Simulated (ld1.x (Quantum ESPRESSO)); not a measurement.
## What one change does to a pseudopotential (nickel (Ni), TM semilocal)

ld1.x (Quantum ESPRESSO) 7.5 input, shortened:

```
&input
   title='Ni', zed=28., rel=1, dft='PBE', iswitch=3,
   config='[Ar] 3d8 4s2 4p0'
 /
 &inputp
   pseudotype=1, tm=.true., lloc=0,
   nlcc=.false.
 /
3
3P  2  1   6.00   0.00  1.10  1.10  0.0
3D  3  2   8.00   0.00  1.65  1.65  0.0
4S  1  0   2.00   0.00  2.10  2.10  0.0
 &test
   configts(1)='3p6 3d8 4s2 4p0'
 /
```

All-electron outer shells of the reference configuration (PBE, scalar-relativistic, ld1.x):

```csv
shell,level (eV),outermost node (bohr),outermost maximum (bohr)
2p,-844.68,–,0.16
3s,-111.06,0.30,0.64
3p,-71.39,0.27,0.65
3d,-8.87,–,0.63
4s,-5.64,0.92,2.24
4p,-1.22,1.00,3.17
```

Change: all radii scaled by about 0.94 (s 1.98, p 1.04, d 1.56 bohr).

Cutoffs: the cutoffs (Ry, on a coarse ladder) from which the occupation-weighted sum of valence levels, in a spherical-Bessel basis at the reference potential, stays within 10 and 1 mRy of its value at 400 Ry; they do not see the model core or the augmentation charge, which bear on the density cutoff. Errors are all-electron minus pseudo energies relative to the spin-unpolarised reference configuration.

**Question.** How do hardness, ghosts and transferability respond?

**Answer.** The potential gets harder (110 Ry and 180 Ry → 120 Ry and 200 Ry); of the 6 tests that both files solve, the error grows in 2 and shrinks in 2 by more than 15 % and 0.3 meV (median size 18.9 → 17.6 meV); neither file shows a bound ghost at the reference potential, the only one tested. A smaller radius makes the pseudo-wave follow the all-electron one further in, where it bends more sharply, so more plane waves are needed. A semilocal file is local in each channel, so a ghost entry of none says nothing of the separable form that plane-wave codes build from it.

| quantity | base | changed |
| --- | --- | --- |
| cutoff, loose | 110 Ry | 120 Ry |
| cutoff, tight | 180 Ry | 200 Ry |
| loose cutoff by channel (10 mRy a level) | p 70 Ry, d 90 Ry, s 8 Ry | p 70 Ry, d 100 Ry, s 8 Ry |
| bound ghosts | none | none |
| tests counted (converged, no solver errors) | 6 of 7 | 6 of 7 |
| error for 3p6 3d8 4s1 4p0, meV [ΔE 9.32 eV] | -2.2 | -2.9 |
| error for 3p6 3d8 4s0 4p0, meV [ΔE 26.67 eV] | -14 | -16 |
| error for 3p6 3d7 4s0 4p0, meV [ΔE 64.14 eV] | -19 | +6.2 |
| error for 3p6 3d8.5 4s1.5 4p0, meV [ΔE -1.18 eV] | -19 | -19 |
| error for 3p6 3d8 4s0 4p2, meV [ΔE 9.50 eV] | +31 | +25 |
| error for 3p6 3d6 4s0 4p0, meV [ΔE 121.70 eV] | +60 | +72 |

Base: Tests not counted: 3p6 3d9 4s1 4p0 (pseudo-atom not self-consistent, printed error -2441 eV). ld1.x printed “convergence not achieved” for 2 of the counted tests; their residual had stalled under 1e-8, short of the target of 1e-14. Changed file: Tests not counted: 3p6 3d9 4s1 4p0 (pseudo-atom not self-consistent, printed error -2405 eV). ld1.x printed “convergence not achieved” for 2 of the counted tests; their residual had stalled under 1e-8, short of the target of 1e-14.
